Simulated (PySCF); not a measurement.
# Structure revision by computed shifts

A compound C$_{4}$H$_{2}$F$_{4}$ gives the data below (simulated from a calculation) and was assigned the structure `FC1=C[C@H]1C(F)(F)F`.

13C{1H} NMR (computed): δ 166.6 (C, ddd, J = 384.7, 370.3, 45.0 Hz), 158.6 (CH, dd, J = 356.5, 5.9 Hz), 136.1 (C, m), 103.9 (CH, m).

1H NMR (600 MHz, computed): δ 6.86 (ddd, J = 82.7, 6.9, 2.9 Hz, 1H), 5.37 (m, 1H).

No solvent, no relativistic terms, one conformer. Coordinates at the GFN2-xTB level; J couplings at B3LYP/pcJ-1 (spin–dipole term only in couplings to heteroatoms); PBE0/pcSseg-1 with gauge-including orbitals; PySCF 2.14.

Chemical shifts δ = σref − σ; TMS for 1H (σref 31.72) and 13C (σref 186.93), all at this level.

(1) Compare with the shifts computed for the proposed structure, pairing carbons in order of shift.

(2) Which isomer fits?

Answers

(1) Atoms are numbered as in `[F:1][C:2]1=[CH:3][C@H:4]1[C:5]([F:6])([F:7])[F:8]`. Each H is labelled by its parent atom.

```
atom  computed for proposal  given list  difference
  C2                  151.1       166.6       -15.5
  C5                  133.7       158.6       -24.9
  C3                   73.9       136.1       -62.2
  C4                   34.1       103.9       -69.8
```

The rms difference is 49.0 ppm and the largest -69.8 ppm at C4 (three-membered-ring carbon). The carbon types in order of shift don't match either: C, C, CH, CH for the proposal against C, CH, C, CH in the data. The proposal doesn't fit.

(2) SMILES C(=C/F)/C(F)=C(F)F.

1. Carbon types of the structure: 2 × C, 2 × CH, which accounts for all hydrogens.
2. δC 166.6, 136.1: fully substituted alkene carbon.
3. δC 158.6, 103.9: alkene CH; as expected for a trigonal carbon in a double bond.
4. δH 6.86, 5.37: hydrogen on an alkene CH; attached to an sp2 carbon and in the plane of the double bond.

Other isomers checked: FCC#CC(F)(F)F (rms 50.6 ppm).

The data come from this structure; uniqueness wasn't tested.

C–F couplings over four or more bonds (about 3 Hz to the para carbon of a fluoroarene) are left out. Common functionals overestimate the size of one-bond C–F couplings by tens of Hz; these are unscaled. Splittings below 1 Hz are ignored in the labels, and close J values are merged. Unscaled 3J(H,H) at this level run about 10 % above measured values. Shifts are as computed. Against solution values, carbons near 30 ppm lie about +3 ppm off and those near 130 ppm about +5 ppm. Of 1211 compounds with measured shifts, 218 miss one by over three times the rms of a fit or turn the order of signals round; such compounds aren't used in these exercises.
